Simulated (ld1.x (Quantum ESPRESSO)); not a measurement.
## Configuration tests for chromium (PAW)

```
Element                 : Cr
Generator               : ld1.x (Quantum ESPRESSO) 7.5
Type                    : PAW
Functional              : PW91
Relativity              : fully relativistic
Frozen core             : [Ne] 3s2
Valence charge          : 12
Reference configuration : 3p6 3d5 4s0 4p1
Partial waves           : 4s (bound, empty): rcut 2.00, rcutus 2.15 bohr; 4s channel at 1.85 Ry: rcut 2.00, rcutus 2.15 bohr; 3p (bound): rcut 1.35, rcutus 1.45 bohr; 4p (bound): rcut 1.35, rcutus 1.45 bohr; 3d (bound): rcut 1.50, rcutus 1.95 bohr; 3d channel at 0.15 Ry: rcut 1.50, rcutus 1.95 bohr
Local potential         : all-electron potential smoothed inside 1.70 bohr (lloc = -1)
Core correction         : a·sin(br)/r model core, default radius (ld1.x builds one for every PAW set, though the input has nlcc=.false.)
Augmentation charge     : BESSEL, radius 1.50 bohr
```

Open shells are filled in proportion to 2j + 1 (rel_dist='average').

Energies are relative to the spin-unpolarised reference configuration 3p6 3d5 4s0 4p1; without spin polarisation the order of configurations can differ from experiment. Not all tests gave a result: 3 of 7 tests not solved or not reliable. Left out of the table: 3p6 3d5 4s1 4p0 (solver errors, printed error -2.9 eV); 3p6 3d5.5 4s0.5 4p0 (solver errors, printed error -661 meV); 3p5 3d5 4s1 4p0 (solver errors, printed error -158 meV). The frozen-core shift is the all-electron ΔE with the core orbitals held at their reference shape minus the fully relaxed ΔE.

(1) Give the all-electron excitation energy and the error of the potential for: 3p6 3d5 4s0 4p0; 3p6 3d4 4s0 4p0; 3p6 3d3 4s0 4p0; 3p6 3d4 4s2 4p0.

Levels in the configuration 3p6 3d4 4s0 4p0:

```
   level  all-electron (eV)  pseudo (eV)
3p j=1/2            -67.214      -67.290
3p j=3/2            -66.179      -66.253
3d j=3/2            -22.999      -23.056
3d j=5/2            -22.904      -22.961
```

The ghost test of this file was not conclusive.

## Answers

(1)

```csv
valence configuration,charge,ΔE all-electron (eV),error AE − PS (meV),frozen-core shift (meV)
3p6 3d5 4s0 4p0,+1,3.794,+0.8,+0.3
3p6 3d4 4s0 4p0,+2,19.920,-16,+12
3p6 3d3 4s0 4p0,+3,50.768,-158,+111
3p6 3d4 4s2 4p0,0,-3.223,-13031,+14
```

These tests converged, but a pseudo level misses the all-electron one widely, so the file describes the atom poorly there or has found another state: 3p6 3d4 4s2 4p0: 3p by 8.3 eV (a node warning on the way).
